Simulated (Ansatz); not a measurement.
Gas-phase electronic energies from Ansatz, PBE0-D4/def2-TZVP geometries. CCSD(T)/CBS is the MP2 limit (def2-TZVPP, def2-QZVPP) plus CCSD(T) − MP2 in def2-TZVPP, frozen cores. DFT in def2-TZVPP. B3LYP here is the variant with VWN-RPA as its local correlation; programs differ in this. Each species was taken in one conformer, which may not be the lowest.

Reaction (ligand exchange at the Si–C bond): `[SiH3][SiH2]CC=S` + `[CH3][AlH][OH]` → `[CH3][AlH][O][SiH2][SiH3]` + `CC=S`

`[SiH3][SiH2]CC=S`:

```xyz
13

Si    2.006    0.162    0.457
Si   -0.243    0.036    1.095
C    -1.401    0.414   -0.379
C    -1.221   -0.633   -1.394
S    -0.129   -0.619   -2.585
H     2.405   -0.983   -0.398
H     2.263    1.441   -0.255
H     2.827    0.135    1.700
H    -0.541    1.035    2.159
H    -0.570   -1.317    1.624
H    -1.107    1.395   -0.757
H    -2.424    0.443    0.007
H    -1.863   -1.510   -1.274
```

`[CH3][AlH][OH]`:

Z-matrix (Å, degrees):
```
C
Al 1 1.941
H 1 1.092 2 111.9
H 1 1.095 2 111.0 3 120.7
H 1 1.095 2 111.2 3 -121.1
O 2 1.701 1 117.6 3 -3.3
H 2 1.589 1 124.2 3 176.8
H 6 0.956 2 122.5 1 -179.8
```

`[CH3][AlH][O][SiH2][SiH3]`:

Z-matrix (Å, degrees):
```
C
Al 1 1.943
H 1 1.095 2 111.0
H 1 1.093 2 112.5 3 120.9
H 1 1.095 2 111.0 3 -118.2
O 2 1.694 1 118.5 3 59.0
H 2 1.581 1 125.5 3 -121.0
Si 6 1.628 2 154.9 1 0.2
Si 8 2.349 6 111.2 2 0.9
H 8 1.491 6 109.8 2 121.8
H 8 1.491 6 109.8 2 -120.1
H 9 1.490 8 110.8 6 59.7
H 9 1.490 8 110.8 6 179.9
H 9 1.490 8 110.8 6 -59.9
```

`CC=S`:

Z-matrix (Å, degrees):
```
C
C 1 1.482
H 1 1.096 2 109.7
H 1 1.096 2 109.7 3 116.1
H 1 1.089 2 111.8 3 -122.0
S 2 1.608 1 126.2 3 122.0
H 2 1.094 1 114.7 3 -58.0
```

| level | ΔE (eV) |
| --- | --- |
| PBE0 | -0.96 |
| B3LYP | -1.10 |

(1) What does CCSD(T)/CBS give? (Estimate.)

Largest T1 diagnostic among the species: 0.016.

## Answers

(1) Ansatz gave: -1.01 eV. The listed levels differ from it by 0.05, -0.09 eV.

The D4 term adds +0.06 eV with B3LYP and +0.03 eV with PBE0; it sums over pairs of atoms, weighted by their polarisabilities, and B3LYP, whose exchange is more repulsive, gets the larger term. In def2-TZVPP, CCSD(T) changes the Hartree–Fock value by +0.32 eV (the triples alone add +0.05 eV) and MP2 by +0.36 eV. From PBE to PBE0 (25 % exact exchange), in def2-TZVPP and without D4, ΔE moves by −0.06 eV.
